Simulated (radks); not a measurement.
The numbers below are computed, except where a source is named.
Removal energies from the thulium ion Tm12+, [Kr] 4d10 4f(5/2: 6, 7/2: 3) 5s2, by Delta-SCF beside the eigenvalue of the level emptied. Level of theory: Dirac Kohn-Sham, BLYP, spin-unpolarised, spherical densities, finite nucleus; Fermi nuclear charge, rms radius of each element as measured or else 0.836 A^(1/3) + 0.57 fm (a radial shooting solver on a logarithmic mesh with Libxc functionals). Sub-shells are occupied by j as written (lower j first in brackets).

| removed from | final configuration | Delta-SCF (eV) | -eigenvalue (eV) |
|---|---|---|---|
| 4f7/2 | [Kr] 4d10 4f(5/2: 6, 7/2: 2) 5s2 | 246.12 | 230.15 |
| 4f5/2 | [Kr] 4d10 4f(5/2: 5, 7/2: 3) 5s2 | 247.82 | 231.77 |
| 5s1/2 | [Kr] 4d10 4f(5/2: 6, 7/2: 3) 5s1 | 264.38 | 253.83 |
| 4d5/2 | [Kr] 4d(3/2: 4, 5/2: 5) 4f(5/2: 6, 7/2: 3) 5s2 | 418.59 | 401.58 |
